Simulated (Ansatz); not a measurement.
Calculated with Ansatz (gas phase, PBE0-D4/def2-TZVP geometries, no zero-point term in ΔE). CCSD(T)/CBS adds triple-zeta CCSD(T) − MP2 to the extrapolated MP2 energy (def2 sets, frozen cores). Functionals use def2-TZVPP. B3LYP here is the variant with VWN-RPA as its local correlation; programs differ in this. For Ge outer-core shells are correlated without core-valence functions, which leaves a few kJ/mol of doubt a bond. Scalar relativity is left out up to krypton. Each species was taken in one conformer, which may not be the lowest.

Consider the formal exchange of groups at a C–Si bond: `C[SiH2][SiH]1B[SiH2]1` + `[NH2][GeH2][Cl]` → `[CH3][GeH]([NH2])[Cl]` + `[SiH3][SiH]1B[SiH2]1`.

```tsv
level	ΔE (kJ/mol)	difference from CCSD(T)/CBS
PBE-D4	-0.6	4.1
r2SCAN-D4	-1.3	3.4
PBE0-D4	-1.0	3.7
B3LYP-D4	-2.1	2.6
ωB97X-V	-2.7	2.0
ωB97M-V	-1.8	2.9
B2PLYP	-4.3	0.4
PBE	-1.4	3.3
r2SCAN	-1.8	2.9
PBE0	-1.9	2.8
B3LYP	-3.3	1.4
HF/def2-TZVPP	-5.5	-0.8
MP2/def2-TZVPP	-6.7	-2.0
SCS-MP2/def2-TZVPP	-6.7	-2.0
CCSD/def2-TZVPP	-6.7	-2.0
CCSD(T)/def2-TZVPP	-6.3	-1.6
HF/def2-QZVPP	-4.6	0.1
MP2/def2-QZVPP	-5.5	-0.8
SCS-MP2/def2-QZVPP	-5.4	-0.7
HF/CBS(def2)	-4.5	0.2
MP2/CBS(def2)	-5.1	-0.4
CCSD/CBS(def2)	-5.0	-0.3
CCSD(T)/CBS	-4.7	0
```

Largest T1 diagnostic among the species: 0.016.
